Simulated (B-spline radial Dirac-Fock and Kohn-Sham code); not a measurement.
# Kohn-Sham estimates against Dirac-Fock for the levels of Hg⁸⁺

System: Hg⁸⁺ in the configuration 1s2 2s2 2p6 3s2 3p6 3d10 4s2 4p6 4d10 4f14 5s2 5p6 5d4.

The density-functional columns are spherical, spin-unpolarised Dirac-Kohn-Sham results without Breit or QED terms: −ε is minus the orbital energy of the initial state and ΔSCF the difference of two total energies. The reference in the last column comes from Dirac-Fock (average of configuration) total-energy differences with a finite nucleus, the Breit interaction including its frequency dependence, and self-energy and vacuum-polarisation corrections. All numbers are from a radial atomic solver, in eV; a selection of levels is shown. For the 1s level of heavy atoms much of the gap between ΔSCF and the reference is the Breit and QED part, -454.2 eV here; for other levels the error of the functional can be larger.

```
level   LDA −ε  LDA ΔSCF  Dirac-Fock
    K  83061.0   83685.2     83242.0
   L1  14819.7   14939.4     14994.5
   L2  14233.4   14387.2     14353.8
   L3  12287.9   12416.9     12428.2
   M1   3614.9    3653.2      3713.1
   M2   3349.1    3390.1      3427.7
   M3   2918.1    2955.1      2996.4
   M4   2474.5    2518.4      2530.1
   M5   2382.1    2424.5      2439.3
   N1    894.5     914.1       950.9
   N2    780.3     799.9       828.1
   N3    675.8     694.5       723.4
   N4    488.3     506.7       522.6
   N5    468.8     487.0       503.0
   N6    226.9     244.6       243.0
   N7    222.6     240.2       238.9
   O1    242.7     254.4       260.4
   O2    203.6     214.8       215.4
   O3    183.3     193.8       195.1
 O4,5    124.5     133.7       132.2
```

Values without a named source are computed, but for edge energies of neutral atoms, which are taken from tables.
